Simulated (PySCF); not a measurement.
Species: C4H14BNSn.
Cartesian coordinates in Å at the PBE0-D3(BJ)/def2-SVP level; atoms count from 1:
```xyz
21
C4H14BNSn angstrom
C     -0.848    0.995    1.325
B     -0.926    0.354   -0.126
C     -1.875    0.976   -1.238
N     -0.127   -0.775   -0.425
C     -0.042   -1.377   -1.733
C      0.772   -1.378    0.526
Sn     2.863   -0.767    0.249
H     -1.427    1.927    1.402
H      0.187    1.222    1.633
H     -1.250    0.302    2.087
H     -1.280    1.471   -2.027
H     -2.550    1.739   -0.824
H     -2.498    0.222   -1.747
H     -0.280   -2.455   -1.696
H      0.979   -1.285   -2.151
H     -0.734   -0.895   -2.433
H      0.731   -2.478    0.458
H      0.496   -1.104    1.551
H      2.868    0.708   -0.629
H      3.619   -0.528    1.773
H      3.773   -1.941   -0.617
```

Computed, not measured: PBE0-D3(BJ)/def2-SVP geometry optimisation, gas phase, def2 core potentials past Kr in PySCF.

Question: Which atoms are bound to Sn7, and at what distances?

Answer: 4 atoms: H19 1.716 Å, H20 1.718 Å, H21 1.719 Å, C6 2.196 Å. The nearest atom not counted as bound is H18, at 2.72 Å.

Question: List the angles at Sn7.

Answer: 
```csv
angle,degrees,distance of the outer atoms (Å)
C6–Sn7–H21,112.2,3.26
C6–Sn7–H20,110.2,3.22
H19–Sn7–H20,109.4,2.80
H19–Sn7–H21,109.1,2.80
H20–Sn7–H21,108.0,2.78
C6–Sn7–H19,107.8,3.17
```

Question: What is the shape at Sn7?

Answer: Tetrahedral: angles from 107.8° to 112.2°; τ4 = (360° − α − β)/141° = 0.98 with α and β the two widest (0 for a square, 1 for a tetrahedron).

Question: What are the other bond lengths?

Answer: C1–B2, B2–C3 1.588 Å; B2–N4 1.416 Å; N4–C5 1.442 Å; N4–C6 1.441 Å; C1–H8 and 5 like bonds 1.103 Å; C5–H14, C5–H15 1.106 Å; C5–H16 1.095 Å; C6–H17, C6–H18 1.100 Å.

Question: Give some angles away from the centre.

Answer: C1–B2–C3 120.8°, C1–B2–N4 119.1°, B2–N4–C5 123.9°, B2–N4–C6 123.1°, C5–N4–C6 112.8°, N4–C6–Sn7 113.2°.

Question: What are the rotational constants (commonest isotopes, rigid rotor)?

Answer: A = 2767, B = 671.1, C = 600.6 MHz: a near-prolate asymmetric top.

Point group: C1 (no symmetry element, even within 0.4 Å). Charge 0, singlet. Stationary, but not proved a minimum.

One conformer stands for the species.
